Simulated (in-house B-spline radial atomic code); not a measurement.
Relativistic effects in Al V (Al4+), [He] 2s2 2p5: non-relativistic Hartree-Fock (point nucleus) against Dirac-Hartree-Fock (Fermi nucleus of rms radius 3.061 fm), both averages of the configuration, computed with an all-electron radial atomic-structure program (B-spline basis).

```tsv
orbital	ε NR (Eh)	ε Dirac (Eh)	<r> NR (bohr)	<r> Dirac (bohr)	change of <r> (%)
1s1/2	-61.397	?	0.1201	?	?
2s1/2	-7.324	?	0.6018	?	?
2p1/2	-5.7863	-5.7995	0.5651	0.5635	-0.3
2p3/2	-5.7863	-5.781	0.5651	0.5652	0.0
```

Problem. What happens to 2s1/2?

Solution. Its energy goes to -7.3461 hartree and <r> to 0.6001 bohr (-0.28 %).

Problem. What happens to 1s1/2?

Solution. Its energy goes to -61.533 hartree and <r> to 0.1198 bohr (-0.29 %).

Problem. What explains the pattern of contraction and expansion?

Solution. The s and p1/2 orbitals contract directly, as their density near the nucleus moves at relativistic speed. Nothing expands appreciably in this ion.

Problem. By how much does the total energy change?

Solution. By -0.45164 hartree, from -235.643 to -236.094.
